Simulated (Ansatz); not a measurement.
Geometry optimisation, RKS revPBE/def2-SVP (Ansatz 0.2.0).

The input (input.yaml):

```yaml
crystal:
  periodic: [false, false, false]
  atoms:
    - { symbol: Al, position_ang: [0.0, 0.0, 0.0] }
    - { symbol: Cl, position_ang: [0.0, 0.0, 2.58] }
    - { symbol: H, position_ang: [1.351, 0.0, -0.78] }
    - { symbol: Cl, position_ang: [-1.9312, 0.0, -1.115] }
    - { symbol: Br, position_ang: [-0.3471, -2.5482, 0.8545] }
    - { symbol: H, position_ang: [-0.197, -1.4467, 2.1423] }
basis:
  gaussian: { orbitals: def2-SVP }
hamiltonian:
  xc: revpbe
relax:
  f_tol: 0.15
  max_steps: 25
  restrain:
    - { distance: [0, 4], at: 2.41, k: 30.0 }
    - { distance: [5, 1], at: 1.37, k: 30.0 }
    - { distance: [0, 1], at: 3.43, k: 30.0 }
    - { distance: [5, 4], at: 2.75, k: 30.0 }
```

Launched with:

```bash
$ ansatz run input.yaml --threads 2 --pin off --max-ram 3072MiB --backend cpu --events-out ev --progress --plain --runs-dir out
```

Task: Where does it end, and by what steps?

Result: The forces met the threshold. The restraints hold the end off the free minimum. After 7 steps the energy has fallen by 0.709 eV (the restraints' own energy left out); Al1 moved furthest, 0.73 Å. Parted: Br5–H6 (1.70 → 2.75 Å).

```tsv
step	energy less start (eV)	largest force component (eV/Å)	accepted
0	0.0000	1.964	yes
1	-0.0011	2.458	yes
2	-0.2011	2.525	yes
3	-0.5118	1.616	yes
4	-0.6610	1.027	yes
5	-0.6055	1.307	no
6	-0.6934	0.897	yes
7	-0.7089	0.907	yes
```

```xyz
6
Properties=species:S:1:pos:R:3
Al -0.081 -0.564 -0.462
Cl -0.034 0.124 2.891
H 1.316 0.093 -0.795
Cl -1.918 0.311 -1.035
Br -0.172 -2.775 0.421
H -0.235 -1.183 2.662
```

Run time: 14 s on 2 threads of Arm Neoverse V2, on a shared host, peak memory 0.14 GiB.
